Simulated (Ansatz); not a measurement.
`CCC(C)F` + `F[SiH2]Cl` → `C[C@H](F)[Si@H](F)Cl` + ethane  (formal exchange of groups at a C–C bond)

Program: Ansatz. Geometries: PBE0-D4/def2-TZVP. ΔE: electronic, gas phase. CCSD(T)/CBS adds triple-zeta CCSD(T) − MP2 to the extrapolated MP2 energy (def2 sets, frozen cores). This one scheme is used for every species. DFT in def2-TZVPP. B3LYP here is the variant with VWN-RPA as its local correlation; programs differ in this. One conformer a species, not always the lowest.

```csv
level,ΔE (eV)
PBE-D4,-0.13
PBE,-0.11
PBE0,-0.07
B3LYP,-0.08
MP2/def2-TZVPP,-0.02
CCSD(T)/def2-TZVPP,-0.02
MP2/def2-QZVPP,-0.02
SCS-MP2/def2-QZVPP,-0.01
```

Q: What does CCSD(T)/CBS give? (Estimate.)

A: Computed: -0.03 eV. The listed levels differ from it by -0.10, -0.08, -0.04, -0.05, 0.01, 0.01, 0.01, 0.02 eV.

Largest T1 diagnostic among the species: 0.011.

In def2-TZVPP, CCSD(T) changes the Hartree–Fock value by −0.05 eV (the triples alone add −0.01 eV) and MP2 by −0.05 eV. From PBE to PBE0 (25 % exact exchange), in def2-TZVPP and without D4, ΔE moves by +0.04 eV.
